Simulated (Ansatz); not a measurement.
Se(SeH)(OSiH3) (H4OSe2Si), SMILES [SiH3]O[Se][SeH].

Geometry: PBE0-D3(BJ)/def2-SVP. One conformer was computed; it need not be the lowest.

Two levels are set side by side: PBE/def2-SVPD (Ansatz, a quantum-chemistry and plane-wave program) and PBE0/def2-SVPD (Ansatz). Energy differences of separate SCF runs at the same geometry; the states with an electron removed or added have multiplicity 2 and 2. Differences are taken from unrounded values.

```json
[
 {"quantity": "vertical ionisation energy (eV)", "PBE0": "8.99", "PBE": "8.78", "PBE minus PBE0": "-0.21"},
 {"quantity": "vertical singlet–triplet gap (eV)", "PBE0": "3.16", "PBE": "3.05", "PBE minus PBE0": "-0.11"}
]
```
